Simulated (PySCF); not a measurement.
C6H4BClF2.
SMILES: `FB(F)c1cccc(Cl)c1`

The calculation used PBE0-D3(BJ)/def2-SVP geometry optimisation, gas phase (PySCF 2.14.0).

Take the most abundant isotopes and a rigid rotor. 

Question: What are A, B and C (GHz)?

Answer: Ia = 235.11, Ib = 782.88, Ic = 1017.98 u·Å²; 505379 MHz·u·Å²/I gives 2150, 645.5 and 496.5 MHz, that is A = 2.1496, B = 0.6455, C = 0.4965 GHz.

Question: What kind of rotor is it?

Answer: An asymmetric top; Ray's κ = -0.820.

Question: Is it planar, by Δ = Ic − Ia − Ib?

Answer: Planar: Δ = Ic − Ia − Ib = -0.01 u·Å². For a rigid frame Δ = −2 Σ m c², so it vanishes when all atoms lie in the ab plane; here none is more than 0.01 Å from it.

Question: Give the coordinates in the principal-axis frame, origin at the centre of mass.

Answer: The sense of each axis is arbitrary; atoms in the order of the calculation.
| atom | mass (u) | a (Å) | b (Å) | c (Å) |
| --- | --- | --- | --- | --- |
| F1 | 18.998 | 2.406 | 1.741 | 0.008 |
| B2 | 11.009 | 2.268 | 0.428 | 0.000 |
| F3 | 18.998 | 3.374 | -0.296 | -0.010 |
| C4 | 12.000 | 0.866 | -0.232 | 0.002 |
| C5 | 12.000 | 0.734 | -1.628 | 0.003 |
| C6 | 12.000 | -0.526 | -2.218 | 0.004 |
| C7 | 12.000 | -1.671 | -1.424 | 0.002 |
| C8 | 12.000 | -1.544 | -0.034 | 0.000 |
| Cl9 | 34.969 | -2.967 | 0.953 | -0.003 |
| C10 | 12.000 | -0.288 | 0.565 | 0.001 |
| H11 | 1.008 | 1.631 | -2.252 | 0.004 |
| H12 | 1.008 | -0.626 | -3.306 | 0.005 |
| H13 | 1.008 | -2.667 | -1.872 | 0.002 |
| H14 | 1.008 | -0.210 | 1.654 | 0.000 |

Question: List the rotational levels J(Ka,Kc) to J = 2 (cm⁻¹).

Answer: Above 0(0,0):
J = 1: 1(0,1) 0.0381, 1(1,1) 0.0883, 1(1,0) 0.0932
J = 2: 2(0,2) 0.1139, 2(1,2) 0.1595, 2(1,1) 0.1744, 2(2,1) 0.3249, 2(2,0) 0.3253

Question: Which lines would a microwave search look for?

Answer: The dipole components are |μa| = 0.72 D, |μb| = 1.77 D, |μc| = 0.00 D; the mirror of this Cs structure is the ab plane, so μc vanishes by symmetry and there are no c-type lines. The squared components, which scale the intensities, stand as 0.17 : 1.00 (a : b). Some lines, for components of 0.1 D or more:

```json
{"type": "a", "branch": "Q", "J(Ka,Kc)": "5(2,3) ← 5(2,4)", "MHz": "351", "lower level (cm⁻¹)": "0.781"}
{"type": "a", "branch": "Q", "J(Ka,Kc)": "2(1,1) ← 2(1,2)", "MHz": "447", "lower level (cm⁻¹)": "0.159"}
{"type": "a", "branch": "R", "J(Ka,Kc)": "1(0,1) ← 0(0,0)", "MHz": "1142", "lower level (cm⁻¹)": "0.000"}
{"type": "a", "branch": "Q", "J(Ka,Kc)": "4(1,3) ← 4(1,4)", "MHz": "1488", "lower level (cm⁻¹)": "0.408"}
{"type": "b", "branch": "Q", "J(Ka,Kc)": "3(1,2) ← 3(0,3)", "MHz": "2071", "lower level (cm⁻¹)": "0.227"}
{"type": "a", "branch": "R", "J(Ka,Kc)": "2(0,2) ← 1(0,1)", "MHz": "2273", "lower level (cm⁻¹)": "0.038"}
{"type": "a", "branch": "R", "J(Ka,Kc)": "2(1,1) ← 1(1,0)", "MHz": "2433", "lower level (cm⁻¹)": "0.093"}
{"type": "a", "branch": "R", "J(Ka,Kc)": "3(0,3) ← 2(0,2)", "MHz": "3384", "lower level (cm⁻¹)": "0.114"}
{"type": "a", "branch": "R", "J(Ka,Kc)": "3(1,2) ← 2(1,1)", "MHz": "3643", "lower level (cm⁻¹)": "0.174"}
{"type": "a", "branch": "R", "J(Ka,Kc)": "4(1,4) ← 3(1,3)", "MHz": "4250", "lower level (cm⁻¹)": "0.266"}
{"type": "b", "branch": "Q", "J(Ka,Kc)": "3(2,1) ← 3(1,2)", "MHz": "4348", "lower level (cm⁻¹)": "0.296"}
{"type": "a", "branch": "R", "J(Ka,Kc)": "4(0,4) ← 3(0,3)", "MHz": "4466", "lower level (cm⁻¹)": "0.227"}
{"type": "b", "branch": "Q", "J(Ka,Kc)": "2(2,1) ← 2(1,2)", "MHz": "4959", "lower level (cm⁻¹)": "0.159"}
{"type": "b", "branch": "Q", "J(Ka,Kc)": "4(2,3) ← 4(1,4)", "MHz": "5499", "lower level (cm⁻¹)": "0.408"}
{"type": "a", "branch": "R", "J(Ka,Kc)": "5(4,2) ← 4(4,1)", "MHz": "5733", "lower level (cm⁻¹)": "1.224"}
{"type": "b", "branch": "R", "J(Ka,Kc)": "5(1,5) ← 4(0,4)", "MHz": "6258", "lower level (cm⁻¹)": "0.376"}
{"type": "b", "branch": "R", "J(Ka,Kc)": "2(2,0) ← 1(1,1)", "MHz": "7105", "lower level (cm⁻¹)": "0.088"}
{"type": "b", "branch": "Q", "J(Ka,Kc)": "4(4,1) ← 4(3,2)", "MHz": "11032", "lower level (cm⁻¹)": "0.856"}
{"type": "b", "branch": "R", "J(Ka,Kc)": "4(3,1) ← 3(2,2)", "MHz": "12490", "lower level (cm⁻¹)": "0.439"}
{"type": "b", "branch": "R", "J(Ka,Kc)": "5(5,0) ← 4(4,1)", "MHz": "19919", "lower level (cm⁻¹)": "1.224"}
```

Question: Estimate the classical rotational partition function at 10 K, 50 K and 500 K.

Answer: Point group Cs, symmetry number σ = 1; q = (√π/σ)·√((kT/h)³/(ABC)), k/h = 20836.6 MHz/K: 6420 at 10 K, 71800 at 50 K, 2270000 at 500 K.

No PBE0-D3(BJ)/def2-SVP frequencies stand behind this structure, so it isn't proved a minimum. No vibrational averaging or centrifugal distortion is included, and the geometry carries the error of its method. Quadrupole hyperfine structure (11B, 35Cl) is left out.

The run took 96 s on an Arm Neoverse V1 with one thread (shared host), and the process peaked at 0.66 GiB of memory. These figures are those of the optimisation.

The values belong to the conformer `[F:1][B:2]([F:3])[c:4]1[cH:5][cH:6][cH:7][c:8]([Cl:9])[cH:10]1`: F1–B2–C4–C5 180°.
